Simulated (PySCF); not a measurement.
# Cost of excited-state runs on SMILES BP[SiH2]C(Cl)Cl, CH₆BCl₂PSi

Geometry (Å), atoms numbered from 1 in this order:
```xyz
12

B     2.5685   -0.8686    0.2230
P     0.7854   -1.1468    0.5174
Si   -0.2029    0.8041    0.1580
C    -2.0663    0.3766   -0.0780
Cl   -2.2675   -0.4664   -1.6287
Cl   -3.0132    1.8733   -0.0880
H     3.0744    0.0441    0.7515
H     3.2091   -1.6469   -0.3651
H     0.3666   -1.9068   -0.5558
H    -0.1007    1.6060    1.3782
H     0.1466    1.5975   -1.0244
H    -2.4989   -0.2668    0.6860
```

PySCF with density fitting, on 1 thread of an AMD EPYC 9R45 96-Core, shared host. Command: `OMP_NUM_THREADS=1 python excited_run.py task.json out`

(1) How long does each of these runs take, and how much memory?
- magnetisability and related constants, PBE0/pcSseg-1; isotopologues
- magnetisability and related constants, PBE0/pcSseg-1; isotopologues
- magnetisability and related constants, wB97X/STO-3G; IEF-PCM water
- magnetisability and related constants, wB97X/STO-3G; IEF-PCM water
- magnetisability and related constants, revPBE/6-31G*; usual settings
- magnetisability and related constants, revPBE/6-31G*; usual settings

Results:

(1) 
| run | level | basis functions | wall time | peak memory (GiB) |
| --- | --- | --- | --- | --- |
| magnetisability and related constants | PBE0/pcSseg-1 | 160 | 11 s | 0.75 |
| magnetisability and related constants | PBE0/pcSseg-1 | 160 | 21 s | 0.84 |
| magnetisability and related constants | wB97X/STO-3G | 52 | 4.7 s | 0.52 |
| magnetisability and related constants | wB97X/STO-3G | 52 | 9.1 s | 0.51 |
| magnetisability and related constants | revPBE/6-31G* | 112 | 7.5 s | 0.45 |
| magnetisability and related constants | revPBE/6-31G* | 112 | 13 s | 0.45 |

Times from a shared host are rough.
